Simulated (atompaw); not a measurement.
antimony: one change to a PAW (atompaw) potential, before and after

```json
{"Element": "antimony", "Generator": "atompaw 4.2.0.5", "Type": "PAW", "Functional": "LDA (PW92)", "Relativity": "scalar-relativistic", "Frozen core": "[Kr] 4d10", "Valence charge": "5", "Reference configuration": "5s2 5p3", "Partial waves": "5s (bound): rc 1.90 bohr; 5s channel at 0.15 Ry: rc 1.90 bohr; 5p (bound): rc 1.90 bohr; 5p channel at 0.85 Ry: rc 1.90 bohr", "Local potential": "troulliermartins scheme with l = 2 at -0.5 Ry, radius 1.70 bohr", "Core correction": "smooth core density matched at 1.45 bohr", "Augmentation charge": "besselshape compensation charge, radius 1.55 bohr; PAW radius 1.90 bohr; waves and projectors: custom rrkj gramschmidtortho"}
```

Change: functional PBE.

Cutoffs: the cutoffs (Ry, on a coarse ladder) from which the occupation-weighted sum of valence levels, in a spherical-Bessel basis at the reference potential, stays within 10 and 1 mRy of its value at 400 Ry; they do not see the model core or the augmentation charge, which bear on the density cutoff.

Question: What does the change do?

Answer: The potential gets softer (12 Ry and 25 Ry → 12 Ry and 21 Ry); both files keep a bound ghost (d, p, s); the range in which the p phases agree widens (upper end 0.2 → at the end of the scan).

| quantity | base | changed |
| --- | --- | --- |
| cutoff, loose | 12 Ry | 12 Ry |
| cutoff, tight | 25 Ry | 21 Ry |
| bound ghosts | s, p, d | s, p, d |
| s: phases at 1.91 bohr within 0.05 rad from the reference energy up to (Ry; the scan ends near 5) | to the end of the scan | to the end of the scan |
| p: phases at 1.91 bohr within 0.05 rad from the reference energy up to (Ry; the scan ends near 5) | 0.2 | to the end of the scan |
| lowest overlap eigenvalue by channel | s 0.27, p 0.56 | s 0.26, p 0.56 |

 A true bound ghost makes a file unfit for plane-wave use even where its test errors are small: the radial tests pick states by their node count and pass the ghost by. The cutoffs see the waves, projectors and local potential, not the compensation charge or the core.
